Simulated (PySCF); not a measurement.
## How the method changes the constants of BeI

State: ²Σ⁺ (doublet), unpaired electrons σ ↑. Set-up: PySCF, scalar-relativistic core potentials, basis sets Be def2-SVP, I def2-SVP with ECP28. De refers to Be + I in their high-spin ground configurations, without counterpoise correction. The functionals are run spin-unrestricted. A positive dipole means Be(−)I(+).

| Level | Re (Å) | ωe (cm⁻¹) | De (eV) | μ (D) |
| --- | --- | --- | --- | --- |
| UHF | 2.227 | 599 | 2.32 | -1.20 |
| UHF-MP2 | 2.221 | 602 | 2.60 | n/a |
| UHF-SCS-MP2 | 2.226 | 596 | 2.39 | n/a |
| UHF-CCSD | 2.228 | 591 | 1.98 | n/a |
| UHF-CCSD(T) | 2.228 | 589 | 2.04 | n/a |
| LDA | 2.196 | 600 | 3.29 | -0.31 |
| PBE | 2.216 | 585 | 2.90 | -0.35 |
| r²SCAN | 2.212 | 594 | 3.06 | -0.63 |
| PBE0 | 2.207 | 599 | 2.85 | -0.59 |
| MN15 | 2.203 | 600 | 2.63 | -0.75 |
| B2PLYP | 2.215 | 595 | 2.58 | -0.84 |

Task: Which functional lies closest to UHF-CCSD(T) in De, which farthest, and by how much do they differ from it?

Result: Closest is B2PLYP (-1.3 pm in Re, +1.0 % in ωe, +0.54 eV in De against UHF-CCSD(T) in the same basis), farthest LDA (-3.2 pm in Re, +1.9 % in ωe, +1.25 eV in De). CCSD(T) converges more slowly with the basis than the functionals do and binds too weakly in this one, so the order can change at the basis-set limit.

Task: What does a quarter of exact exchange do here, going from PBE to PBE0?

Result: PBE0 less PBE: -0.9 pm in Re, +2.4 % in ωe, -0.05 eV in De. Exact exchange removes part of the self-interaction that spreads semilocal densities, and in most molecules shortens and stiffens the bond and lowers De; so it does here.

Task: What does the step from GGA to meta-GGA do here, going from PBE to r²SCAN?

Result: r²SCAN less PBE: -0.4 pm in Re, +1.5 % in ωe, +0.16 eV in De. 

Correlated steps freeze 4 core orbitals. Correlated levels converge slowly with the basis: in double zeta they bind strong bonds too weakly, by up to about 1 eV, and carry superposition errors of some tenths. These are scalar-relativistic numbers at best; spin–orbit coupling would shift them, the dissociation energy most. B2PLYP dipoles, levels and charges come from its SCF part alone. The state was picked by a PBE0 search and need not be the measured ground state.

The whole job (state search and all levels along the bond) took about 0.79 min on 1 thread of Arm Neoverse V2 (shared host), peak memory 0.4 GiB.
